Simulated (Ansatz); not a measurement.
`[NH2][Al]([OH])[SiH3]` + `C=CC=S` → `C=C([SiH3])C=S` + `[NH2][AlH][OH]`  (formal exchange of groups at the Si–Al bond)

Calculated with Ansatz (gas phase, PBE0-D4/def2-TZVP geometries, no zero-point term in ΔE). CCSD(T)/CBS adds triple-zeta CCSD(T) − MP2 to the extrapolated MP2 energy (def2 sets, frozen cores). This one scheme is used for every species. Functionals use def2-TZVPP. B3LYP here is the variant with VWN-RPA as its local correlation; programs differ in this. One conformer a species, not always the lowest.

```
             level  ΔE (kcal/mol)  difference from CCSD(T)/CBS
            PBE-D4            9.1                          3.6
         r2SCAN-D4            7.7                          2.2
          B3LYP-D4            6.2                          0.7
           ωB97X-V            5.6                          0.1
               PBE           10.2                          4.7
            r2SCAN            8.0                          2.5
              PBE0            9.3                          3.8
             B3LYP            8.0                          2.5
     HF/def2-TZVPP            5.9                          0.4
CCSD(T)/def2-TZVPP            5.7                          0.2
     HF/def2-QZVPP            5.8                          0.3
    MP2/def2-QZVPP            3.1                         -2.4
SCS-MP2/def2-QZVPP            3.5                         -2.0
      HF/CBS(def2)            5.7                          0.2
     MP2/CBS(def2)            3.0                         -2.5
    CCSD/CBS(def2)            5.7                          0.2
       CCSD(T)/CBS            5.5                            0
```

Largest T1 diagnostic among the species: 0.016.

From PBE to PBE0 (25 % exact exchange), in def2-TZVPP and without D4, ΔE moves by −0.9 kcal/mol. The D4 term adds −1.7 kcal/mol with B3LYP and −0.9 kcal/mol with PBE0; it sums over pairs of atoms, weighted by their polarisabilities, and B3LYP, whose exchange is more repulsive, gets the larger term.
